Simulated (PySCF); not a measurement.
W(O)2(OH)(NH2) (H3NO3W), SMILES [OH][W](=[O])([NH2])=[O], multiplicity 1.

Coordinates come from a B3LYP-D3(BJ)/def2-SVP optimisation. The geometry has at least one imaginary mode, so it is a saddle point at that level. The spin state was assumed, not searched. The structure was generated by enumeration; whether it is a known compound was not checked. The def2 effective core potentials stand for the cores of W; spin–orbit coupling is left out. The values are those of a single conformer.

These are TDA-PBE/def2-SVPD (PySCF 2.14.0) values and carry that method's errors.

Vertical excitations. Isolated molecule, no solvent. State labels are in the subgroup Cs.

```
state  symmetry  energy (eV)  λ (nm)      f                                              main pairs
-----  --------  -----------  ------  -----  ------------------------------------------------------
S1           A"         4.85     256  0.000                                          HOMO→LUMO 92 %
S2           A'         4.95     250  0.001                                        HOMO−1→LUMO 98 %
S3           A"         5.15     241  0.010                                      HOMO−1→LUMO+1 83 %
S4           A'         5.48     226  0.056                      HOMO→LUMO+1 73 %, HOMO→LUMO+2 14 %
S5           A"         5.69     218  0.001                                      HOMO−2→LUMO+1 96 %
S6           A'         5.83     213  0.009                                        HOMO−2→LUMO 85 %
S7           A'         5.98     207  0.007                    HOMO−3→LUMO+1 60 %, HOMO→LUMO+2 34 %
S8           A"         5.98     207  0.001                                      HOMO−1→LUMO+2 97 %
S9           A"         6.10     203  0.002                                      HOMO−1→LUMO+3 92 %
S10          A'         6.14     202  0.025  HOMO→LUMO+3 54 %, HOMO−3→LUMO+1 22 %, HOMO→LUMO+2 15 %
T1           A'         4.51     275      0                                        HOMO→LUMO+1 86 %
T2           A'         4.61     269      0                                        HOMO−1→LUMO 86 %
T3           A"         4.62     268      0                      HOMO−1→LUMO+1 64 %, HOMO→LUMO 32 %
T4           A"         4.69     264      0                      HOMO→LUMO 65 %, HOMO−1→LUMO+1 34 %
```
Triplets are in the Tamm–Dancoff approximation.
